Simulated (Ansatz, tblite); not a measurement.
Cost and result up the ladder for the cluster Hf3⁺ (3 atoms). Charge 1, multiplicity 2. Geometry: PBE-D4/def2-TZVP.

```xyz
3

Hf    0.046    1.563   -0.210
Hf   -0.914   -0.894   -0.924
Hf    0.868   -0.669    1.135
```

Ansatz on 4 threads of Arm Neoverse V1 on a shared host; xTB runs through tblite on one thread. Times are rough, summed over both states, and most runs start from the orbitals of an earlier one. RPA@PBE/def2-TZVP serves as the yardstick here, not as an exact answer. The other state is a quartet at its own geometry.

In the def2 sets Hf takes a core potential; there is no spin–orbit coupling. The xTB rows come from tblite. B3LYP takes the VWN-RPA correlation. Correlated methods freeze no core orbitals; core or outer-core shells of Hf are correlated, in sets that lack core-valence functions. HOMO above LUMO, or a gap near zero within one spin, warns that the state may not be the lowest or that an electron is smeared out. The structure comes from a short search, and lower isomers may exist.

Run but left out: HF/def2-TZVP, r2SCAN-D4/def2-TZVP, MP2/def2-TZVP, CCSD/def2-TZVP, CCSD(T)/def2-TZVP (doublet: ⟨S²⟩ 1.53 to 2.90, where a pure state has 0.75).

Correlated methods converge slowly with the basis.

xTB has no spin-polarisation term.

```
                          level  functions  wall time  quartet − doublet (eV)  difference from RPA@PBE/def2-TZVP (eV)                                  remarks
                       GFN1-xTB         27    0.007 s                    0.34                                   -0.54                                        –
          LDA (SPW92)/def2-TZVP        120       21 s                    0.69                                   -0.18  gap within one spin near zero (quartet)
             B3LYP-D4/def2-TZVP        120       23 s                    0.43                                   -0.45  spin-contaminated (⟨S²⟩ 0.89) (doublet)
              BLYP-D4/def2-TZVP        120       23 s                    0.60                                   -0.28                                        –
              RPA@PBE/def2-TZVP        120       24 s                    0.88                                    0.00                                        –
               PBE-D4/def2-TZVP        120       25 s                    0.48                                   -0.40                                        –
PBE0-D4/def2-TZVP (with forces)        120       72 s                    0.32                                   -0.55  spin-contaminated (⟨S²⟩ 0.99) (doublet)
              ωB97M-V/def2-TZVP        120    2.1 min                    0.51                                   -0.37  spin-contaminated (⟨S²⟩ 0.91) (doublet)
               B97M-V/def2-TZVP        120    2.1 min                    0.37                                   -0.51                                        –
```
